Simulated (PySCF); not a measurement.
Computed Raman spectrum (relative Raman activity) of a molecule C₄H₅NO. Geometry optimised at ωB97X-D3(BJ)/def2-SVP. Other conformers were not sampled. Level of theory: PySCF 2.14.0 with ωB97X-D3(BJ)/def2-SVP. No scaling factor is applied to the harmonic values.

ν (cm⁻¹): 718 (w), 859 (vw), 957 (vw), 1220 (vw), 1269 (w), 1331 (vw), 1409 (w), 1425 (vw), 1497 (w), 1751 (w), 1794 (s), 3077 (vs), 3134 (s), 3202 (m), 3224 (m), 3311 (m) (against the strongest line: vs over 80 %, s over 45 %, m over 15 %, w over 4 %, vw less)

Q: Which structure fits?
(A) C=C1C=NCO1
(B) N#C[C@@H]1C[C@@H]1O
(C) Cc1cnco1
(D) CC(=O)CC#N

A: A, C=C1C=NCO1
